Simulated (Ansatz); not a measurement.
`O=C=[N][In]([Cl])[Cl]` + NH₃ → `[NH2][In]([Cl])[Cl]` + `N=C=O` at 700 K and 1 bar (ligand exchange at the In–N bond).

Calculated with Ansatz (gas phase, PBE0-D4/def2-TZVP geometries, no zero-point term in ΔE). CBS: MP2 limit from def2 TZ/QZ plus the TZ coupled-cluster correction, frozen cores. This one scheme is used for every species. Elements past krypton have def2 core potentials. For In outer-core shells are correlated without core-valence functions, which leaves a few kJ/mol of doubt a bond. Each species was taken in one conformer, which may not be the lowest.

```tsv
species	CCSD(T)/CBS energy (Eh)	H − E (kJ/mol)	S (J/(mol·K))
`O=C=[N][In]([Cl])[Cl]`	-1277.41850	108.0	494.7
NH₃	-56.50880	116.9	226.5
`[NH2][In]([Cl])[Cl]`	-1165.39137	132.3	442.5
`N=C=O`	-168.51995	89.3	283.6
```

H − E and S are ideal-gas, rigid-rotor, harmonic terms from PBE0-D4/def2-TZVP, for one conformer and one mirror image of each species. 1 Eh = 2625.50 kJ/mol, R = 8.31446 J/(mol·K).

Task: By hand: ΔE, ΔH, ΔS and ΔG.

Result: ΔE = (-1165.39137) + (-168.51995) − (-1277.41850) − (-56.50880) = 0.01598 Eh = 42.0 kJ/mol. Δ(H − E) = 132.3 + 89.3 − 108.0 − 116.9 = -3.3, so ΔH = 38.7 kJ/mol. ΔS = 442.5 + 283.6 − 494.7 − 226.5 = 4.9 J/(mol·K). ΔG = 38.7 − 700 × (4.9)/1000 = 35.3 kJ/mol.

Task: By hand: the equilibrium constant, and the temperature at which ΔG would vanish if ΔH and ΔS stayed fixed.

Result: log₁₀ K = −ΔG/(RT ln 10) = -2.6. ΔG = 0 at ΔH/ΔS = 7898 K, far beyond where these terms or the molecules hold.

The number of gas molecules stays the same, so ΔS is small and ΔH decides. A doubt of 5 kJ/mol in ΔE shifts log₁₀ K by 0.4 here. Other conformers and mirror images would add mixing entropy, several J/(mol·K) or more a flexible species. Modes under 60 cm⁻¹, often nearly free rotors, make the harmonic entropy too high. These are equilibria of isolated gas molecules and say nothing of rates. Largest T1 diagnostic: 0.018 (customary marks: 0.02 for closed shells, 0.045 for open ones).
